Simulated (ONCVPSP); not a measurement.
## What one change does to a pseudopotential (Ga, ONCV)

* Element: Ga
* Generator: ONCVPSP 4.0.1
* Type: optimised norm-conserving Vanderbilt (ONCV)
* Functional: PBE
* Relativity: scalar-relativistic
* Frozen core: [Ar]
* Valence charge: 13
* Reference configuration: 3d10 4s2 4p1
* Partial waves: 4s: rc 1.65 bohr, ncon 5, nbas 10, qcut 3.4 1/bohr, 2 projectors, debl 3.7 Ha; 4p: rc 2.50 bohr, ncon 4, nbas 9, qcut 3 1/bohr, 2 projectors, debl 4 Ha; 3d: rc 1.15 bohr, ncon 3, nbas 7, qcut 12 1/bohr, 2 projectors, debl 3.6 Ha
* Local potential: polynomial inside 0.95 bohr (lpopt 4, dvloc0 -1 Ha)
* Core correction: Teter function, fcfact 2.5, rcfact 1.15

Change: d: rc 0.98.

Cutoffs: the cutoffs (Ha) at which the residual kinetic energy of the hardest occupied pseudo-wave falls to 1 and 0.1 mHa per electron; they do not see the model core or the augmentation charge, which bear on the density cutoff. Errors are all-electron minus pseudo energies relative to the spin-unpolarised reference configuration.

Problem. Predict the effect on cutoff, ghosts and configuration errors.

Solution. The potential gets harder (63 Ha and 71 Ha → 92 Ha and 268 Ha); of the 3 tests that both files solve, the error grows in 0 and shrinks in 1 by more than 15 % and 0.3 meV (median size 5.6 → 4.1 meV); neither file shows a bound ghost. A smaller radius makes the pseudo-wave follow the all-electron one further in, where it bends more sharply, so more plane waves are needed.

| quantity | base | changed |
| --- | --- | --- |
| cutoff, loose | 63 Ha | 92 Ha |
| cutoff, tight | 71 Ha | 268 Ha |
| loose cutoff by channel | s 11 Ha, p 2.2 Ha, d 63 Ha | s 11 Ha, p 2.2 Ha, d 92 Ha |
| bound ghosts | none | none |
| GHOST(+) flags under 300 eV | s at 61.0 eV, p at 145.6 eV | s at 61.0 eV, p at 145.6 eV |
| tests with a reliable result | 3 of 4 | 3 of 4 |
| error for 3d10 4s2 4p0, meV [ΔE 5.69 eV] | -1.1 | -1.1 |
| error for 3d10 4s1 4p0, meV [ΔE 26.82 eV] | +5.6 | +4.1 |
| error for 3d10 4s0 4p3, meV [ΔE 13.37 eV] | +32 | +31 |
| s: phases at 1.68 bohr within 0.05 rad from the reference energy up to (Ha; the scan ends near 5) | 2.2 | 2.2 |
| p: phases at 2.53 bohr within 0.05 rad from the reference energy up to (Ha; the scan ends near 5) | 1.9 | 1.9 |
| rms error of d²Exc/dni dnj with the model core, mHa | 4.34 | 4.69 |
